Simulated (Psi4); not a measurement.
Psi4 input (wB97X-D/6-311+G**):

```
memory 1500 MB

molecule {
1 1
Si    1.35693360   -0.00146745   -0.04150920
Si   -1.05179259    0.00113746    0.03217480
H    -1.43164850    1.40291342   -0.25629229
H    -1.38277417   -0.43938540    1.40653663
H    -1.45755147   -0.95890811   -1.01956274
symmetry c1
no_reorient
no_com
}

set {
  basis 6-311+G**
  reference rks
  scf_type pk
  dft_radial_points 99
  dft_spherical_points 590
  e_convergence 1e-8
  d_convergence 1e-7
  maxiter 150
}

e = energy('wb97x-d')
print_out(f'\nFINAL {e:.10f} DIPOLE {variable("CURRENT DIPOLE")[0]:.6f} {variable("CURRENT DIPOLE")[1]:.6f} {variable("CURRENT DIPOLE")[2]:.6f}\n')
```

Output:

```
   => Loading Basis Set <=

    Name: 6-311+G**
    Role: ORBITAL
    Keyword: BASIS
    atoms 1-2 entry SI         line   351 file 6-311pgss.gbs
    atoms 3-5 entry H          line    42 file 6-311pgss.gbs

   => WB97X-D: Empirical Dispersion <=

    Chai and Head-Gordon Dispersion Correction
    Chai, J.-D.; Head-Gordon, M. (2010), J. Chem. Phys., 132: 6615-6620

        s6 =       1.000000

         ---------------------------------------------------------
                                   SCF
               by Justin Turney, Rob Parrish, Andy Simmonett
                          and Daniel G. A. Smith
                              RKS Reference
         ---------------------------------------------------------

  ==> Geometry <==

    Molecular point group: c1
    Full point group: C1

    Geometry (in Angstrom), charge = 1, multiplicity = 1:

       Center              X                  Y                   Z               Mass
    ------------   -----------------  -----------------  -----------------  -----------------
         SI           1.356933600000    -0.001467450000    -0.041509200000    27.976926534650
         SI          -1.051792590000     0.001137460000     0.032174800000    27.976926534650
         H           -1.431648500000     1.402913420000    -0.256292290000     1.007825032230
         H           -1.382774170000    -0.439385400000     1.406536630000     1.007825032230
         H           -1.457551470000    -0.958908110000    -1.019562740000     1.007825032230

  Running in c1 symmetry.

  Rotational constants: A =      2.71474  B =      0.18367  C =      0.18367 [cm^-1]
  Rotational constants: A =  81385.84399  B =   5506.31516  C =   5506.31516 [MHz]
  Nuclear repulsion =   65.790657942869785

  Charge       = 1
  Multiplicity = 1
  Electrons    = 30
  Nalpha       = 15
  Nbeta        = 15

  ==> Algorithm <==

  SCF Algorithm Type is PK.
  DIIS enabled.
  MOM disabled.
  Fractional occupation disabled.
  Guess Type is SAD.
  Energy threshold   = 1.00e-08
  Density threshold  = 1.00e-07
  Integral threshold = 1.00e-12

  ==> Primary Basis <==

  Basis Set: 6-311+G**
    Blend: 6-311+G**
    Number of shells: 40
    Number of basis functions: 78
    Number of Cartesian functions: 80
    Spherical Harmonics?: true
    Max angular momentum: 2

  ==> DFT Potential <==

   => LibXC <=

    Version 7.1.2
    S. Lehtola, C. Steigemann, M. J. T. Oliveira, and M. A. L. Marques,  SoftwareX 7, 1–5 (2018) (10.1016/j.softx.2017.11.002)

   => Composite Functional: WB97X-D <=

    wB97X-D Hyb-GGA Exchange-Correlation Functional

    J.-D. Chai and M. Head-Gordon,  Phys. Chem. Chem. Phys. 10, 6615–6620 (2008) (10.1039/B810189B)

    Deriv               =              1
    GGA                 =           TRUE
    Meta                =          FALSE

    Exchange Hybrid     =           TRUE
    MP2 Hybrid          =          FALSE

   => Exchange-Correlation Functionals <=

    1.0000   wB97X-D range-separated functional

   => Exact (HF) Exchange <=

    0.7780            HF,LR [omega = 0.2000]
    0.2220               HF

   => LibXC Density Thresholds  <==

    XC_HYB_GGA_XC_WB97X_D:  1.00E-14

   => Molecular Quadrature <=

    Radial Scheme          =       TREUTLER
    Pruning Scheme         =           NONE
    Nuclear Scheme         =       TREUTLER

    Blocking Scheme        =         OCTREE
    BS radius alpha        =              1
    Pruning alpha          =              1
    Radial Points          =             99
    Spherical Points       =            590
    Total Points           =         281818
    Total Blocks           =           2114
    Max Points             =            256
    Max Functions          =             76
    Weights Tolerance      =       1.00E-15

  ==> Integral Setup <==

  Using in-core PK algorithm.
   Calculation information:
      Number of atoms:                   5
      Number of AO shells:              40
      Number of primitives:             68
      Number of atomic orbitals:        80
      Number of basis functions:        78

      Integral cutoff                 1.00e-12
      Number of threads:                 1

  Performing in-core PK
  Using 14243463 doubles for integral storage.
  We computed 299640 shell quartets total.
  Whereas there are 336610 unique shell quartets.

  Computing range-separated integrals for PK
  We computed 299640 wK shell quartets total.
  Whereas there are 336610 wK unique shell quartets.

  ==> DiskJK: Disk-Based J/K Matrices <==

    J tasked:                  Yes
    K tasked:                  Yes
    wK tasked:                 Yes
    Omega:               2.000E-01
    Schwarz Cutoff:          1E-12


  Cached 100.0% of DFT collocation blocks in 0.497 [GiB].

  Minimum eigenvalue in the overlap matrix is 1.5380245075E-03.
  Reciprocal condition number of the overlap matrix is 2.4389760780E-04.
    Using symmetric orthogonalization.

  ==> Pre-Iterations <==

  SCF Guess: Superposition of Atomic Densities via on-the-fly atomic UHF (no occupation information).

   -------------------------
    Irrep   Nso     Nmo
   -------------------------
     A         78      78
   -------------------------
    Total      78      78
   -------------------------

  ==> Iterations <==

                        Total Energy        Delta E     RMS |[F,P]|

   @RKS iter SAD:  -579.97908076106410   -5.79979e+02   0.00000e+00
   @RKS iter   1:  -580.35716821988467   -3.78087e-01   4.63459e-03 DIIS/ADIIS
   @RKS iter   2:  -580.39333034664423   -3.61621e-02   2.25947e-03 DIIS/ADIIS
   @RKS iter   3:  -580.40137176912572   -8.04142e-03   2.80184e-04 DIIS/ADIIS
   @RKS iter   4:  -580.40186492474925   -4.93156e-04   9.83528e-05 DIIS
   @RKS iter   5:  -580.40197681600068   -1.11891e-04   1.95708e-05 DIIS
   @RKS iter   6:  -580.40198580376727   -8.98777e-06   4.03599e-06 DIIS
   @RKS iter   7:  -580.40198613288089   -3.29114e-07   1.02916e-06 DIIS
   @RKS iter   8:  -580.40198614028895   -7.40806e-09   1.40614e-07 DIIS
   @RKS iter   9:  -580.40198614052315   -2.34195e-10   2.85978e-08 DIIS
  Energy and wave function converged.

  ==> Post-Iterations <==

   Electrons on quadrature grid:
      Ntotal   =   30.0000000831 ; deviation = 8.311e-08

    Orbital Energies [Eh]
    ---------------------

    Doubly Occupied:

       1A    -66.596367     2A    -66.451281     3A     -5.719834
       4A     -5.588662     5A     -4.067441     6A     -4.067441
       7A     -4.054334     8A     -3.934225     9A     -3.931524
      10A     -3.931524    11A     -0.864928    12A     -0.755110
      13A     -0.633902    14A     -0.633902    15A     -0.546119

    Virtual:

      16A     -0.291080    17A     -0.291080    18A     -0.116743
      19A     -0.100273    20A     -0.065246    21A     -0.065246
      22A     -0.052150    23A     -0.051969    24A     -0.051968
      25A     -0.030371    26A     -0.015899    27A     -0.015898
      28A      0.005208    29A      0.049144    30A      0.138502
      31A      0.160882    32A      0.160883    33A      0.185457
      34A      0.185458    35A      0.191463    36A      0.258239
      37A      0.258240    38A      0.264215    39A      0.351041
      40A      0.351041    41A      0.369703    42A      0.399057
      43A      0.399058    44A      0.402219    45A      0.504658
      46A      0.531905    47A      0.531905    48A      0.736535
      49A      0.736536    50A      0.796326    51A      1.022875
      52A      1.022875    53A      1.112684    54A      1.112684
      55A      1.132827    56A      1.166030    57A      1.200134
      58A      1.329043    59A      1.329043    60A      1.491491
      61A      1.501473    62A      1.501473    63A      1.784260
      64A      2.004856    65A      2.004857    66A      2.483677
      67A      2.483678    68A      2.557579    69A      5.097499
      70A      5.448020    71A     11.097406    72A     11.097406
      73A     11.139478    74A     11.310335    75A     11.362559
      76A     11.362559    77A    140.560613    78A    140.974643

    Final Occupation by Irrep:
              A
    DOCC [    15 ]
    NA   [    15 ]
    NB   [    15 ]

  @RKS Final Energy:  -580.40198614052315

   => Energetics <=

    Nuclear Repulsion Energy =             65.7906579428697853
    One-Electron Energy =                -927.6315941048273999
    Two-Electron Energy =                 312.2870295895004347
    DFT Exchange-Correlation Energy =     -30.8468941151552585
    Empirical Dispersion Energy =          -0.0011854529106934
    VV10 Nonlocal Energy =                  0.0000000000000000
    Total Energy =                       -580.4019861405231495

Computation Completed

Properties will be evaluated at   0.000000,   0.000000,   0.000000 [a0]

Properties computed using the SCF density matrix

 Multipole Moments:

 ------------------------------------------------------------------------------------
     Multipole            Electronic (a.u.)      Nuclear  (a.u.)        Total (a.u.)
 ------------------------------------------------------------------------------------

 L = 1.  Multiply by 2.5417464519 to convert [e a0] to [Debye]
 Dipole X            :          1.0494228           -0.0000000            1.0494228
 Dipole Y            :         -0.0011353            0.0000001           -0.0011352
 Dipole Z            :         -0.0321032            0.0000000           -0.0321032
 Magnitude           :                                                    1.0499144

 ------------------------------------------------------------------------------------

FINAL -580.4019861405 DIPOLE 1.049423 -0.001135 -0.032103

*** Psi4 exiting successfully. Buy a developer a beer!
```

The dipole moment of an ion depends on the origin.
